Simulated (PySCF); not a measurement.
## Vibration and rotation of CdSn

ROHF constants of CdSn, ³Σ⁻ (triplet), unpaired electrons π ↑↑ (basis Cd def2-SVP with ECP28, Sn def2-SVP with ECP28; scalar-relativistic core potentials; PySCF 2.14; masses 113.9034 and 119.9022 u):

```
ωe            : 52.4 cm⁻¹
ωexe          : 0.925 cm⁻¹
Be            : 0.027661 cm⁻¹
αe            : 0.000414 cm⁻¹
De to Cd + Sn : 0.092 eV
```

Problem. What force constant and bond length do these constants imply?

Solution. Reduced mass μred = 58.413 u; k = 5.8918×10⁻⁷·μred·ωe² (u, cm⁻¹, mdyn/Å) = 0.0945 mdyn/Å; Re = √(16.8576/(μred·Be)) (u, cm⁻¹, Å) = 3.230 Å.

Problem. Estimate the centrifugal constant D from the Kratzer relation and find the Dunham coefficient a1.

Solution. D = 4Be³/ωe² = 3.08e-08 cm⁻¹; a1 = −1 − αeωe/(6Be²) = -5.73.

Spin–orbit coupling is left out, which matters for elements this heavy, above all for dissociation energies. UHF is strongly spin-contaminated for CdSn, so the ROHF reference used there is far from stable. Hartree–Fock leaves out correlation, which carries a large part of most bond energies and some tenths to 1 eV of ionisation energies. The state is the lowest determinant that a PBE0 search found; another state may lie lower at other levels.
